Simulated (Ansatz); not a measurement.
CH6Ge (SMILES [CH3][GeH3]) moved off its minimum; all values from Ansatz (a first-principles code), cores frozen in correlated methods.
(charge 0, multiplicity 1)
```xyz
8

Ge    -0.2652     0.1650     0.0428
C      1.5361    -0.1760     0.0646
H     -1.0917    -0.8372    -1.0486
H     -0.6213     1.5120    -0.2843
H     -0.9958    -0.2264     1.3541
H      1.7688    -1.2401     0.3079
H      1.9230     0.2957     0.8388
H      2.0193     0.0696    -0.8440
```

Forces at wB97M-V/def2-TZVPP (eV/Å):

```json
[
 {"atom": "Ge1", "Fx": "-3.492", "Fy": "-3.101", "Fz": "-0.701"},
 {"atom": "C2", "Fx": "0.263", "Fy": "-3.868", "Fz": "-1.875"},
 {"atom": "H3", "Fx": "1.044", "Fy": "1.163", "Fz": "1.043"},
 {"atom": "H4", "Fx": "-0.394", "Fy": "2.051", "Fz": "-0.493"},
 {"atom": "H5", "Fx": "0.348", "Fy": "0.169", "Fz": "-0.059"},
 {"atom": "H6", "Fx": "-0.417", "Fy": "0.590", "Fz": "-0.494"},
 {"atom": "H7", "Fx": "2.107", "Fy": "2.657", "Fz": "3.391"},
 {"atom": "H8", "Fx": "0.541", "Fy": "0.339", "Fz": "-0.812"}
]
```

Question: Give the forces (eV/Å), the total energy and the dipole at CCSD(T)/cc-pVTZ.

Answer: 
```json
[
 {"atom": "Ge1", "Fx": "-3.654", "Fy": "-3.202", "Fz": "-0.722"},
 {"atom": "C2", "Fx": "0.540", "Fy": "-3.924", "Fz": "-1.891"},
 {"atom": "H3", "Fx": "0.957", "Fy": "1.062", "Fz": "0.924"},
 {"atom": "H4", "Fx": "-0.466", "Fy": "2.362", "Fz": "-0.563"},
 {"atom": "H5", "Fx": "0.246", "Fy": "0.120", "Fz": "0.141"},
 {"atom": "H6", "Fx": "-0.397", "Fy": "0.517", "Fz": "-0.487"},
 {"atom": "H7", "Fx": "2.177", "Fy": "2.714", "Fz": "3.465"},
 {"atom": "H8", "Fx": "0.597", "Fy": "0.351", "Fz": "-0.867"}
]
```
Energy -2117.1094 hartree, dipole 1.45 D.
